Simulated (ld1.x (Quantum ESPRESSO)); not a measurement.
**Configuration tests for gadolinium (TM)**

gadolinium, norm-conserving Troullier–Martins (Kleinman–Bylander form), made with ld1.x (Quantum ESPRESSO) 7.5 (PBEsol, fully relativistic). Core [Kr] 4d10 5s2, reference 4f7 5p6 5d1 6s1 6p0 (charge +1). Waves: 5p (bound): rc 2.35 bohr; 5d (bound): rc 3.45 bohr; 4f (bound): rc 1.45 bohr; 6s (bound): rc 2.75 bohr. Local part: the s channel. Core correction: none.

Open shells are filled in proportion to 2j + 1 (rel_dist='average').

Energies are relative to the spin-unpolarised reference configuration 4f7 5p6 5d1 6s1 6p0; without spin polarisation the order of configurations can differ from experiment. The frozen-core shift is the all-electron ΔE with the core orbitals held at their reference shape minus the fully relaxed ΔE.

```json
{"valence configuration": "4f7 5p6 5d1 6s2 6p0", "charge": "0", "ΔE all-electron (eV)": "-6.675", "error AE − PS (meV)": "+1.1", "frozen-core shift (meV)": "+0.1"}
{"valence configuration": "4f7 5p6 5d1 6s0 6p0", "charge": "+2", "ΔE all-electron (eV)": "12.045", "error AE − PS (meV)": "0.0", "frozen-core shift (meV)": "+0.6"}
{"valence configuration": "4f7 5p6 5d0 6s0 6p0", "charge": "+3", "ΔE all-electron (eV)": "31.827", "error AE − PS (meV)": "+31", "frozen-core shift (meV)": "+19"}
{"valence configuration": "4f7 5p6 5d0 6s2 6p1", "charge": "0", "ΔE all-electron (eV)": "-4.845", "error AE − PS (meV)": "-454", "frozen-core shift (meV)": "+3.9"}
{"valence configuration": "4f7 5p6 5d1 6s0 6p1", "charge": "+1", "ΔE all-electron (eV)": "3.577", "error AE − PS (meV)": "-565", "frozen-core shift (meV)": "+0.2"}
{"valence configuration": "4f7 5p6 5d1 6s0 6p2", "charge": "0", "ΔE all-electron (eV)": "-0.779", "error AE − PS (meV)": "-775", "frozen-core shift (meV)": "+0.2"}
```

(1) What are ΔE and the potential's error for 4f7 5p6 5d0 6s2 6p0?

Levels in the configuration 4f7 5p6 5d1 6s0 6p0:

| level | all-electron (eV) | pseudo (eV) |
| --- | --- | --- |
| 4f j=5/2 | -22.894 | -22.785 |
| 4f j=7/2 | -22.136 | -22.028 |
| 5p j=1/2 | -44.084 | -44.044 |
| 5p j=3/2 | -39.680 | -39.647 |
| 5d j=3/2 | -15.350 | -15.340 |
| 5d j=5/2 | -14.984 | -14.975 |

## Answers

(1) ΔE = -0.598 eV all-electron; the error (AE − PS) is -7.8 meV.

ld1.x printed “convergence not achieved” for 3 of the counted tests; their residual had stalled under 1e-8, short of the target of 1e-14.
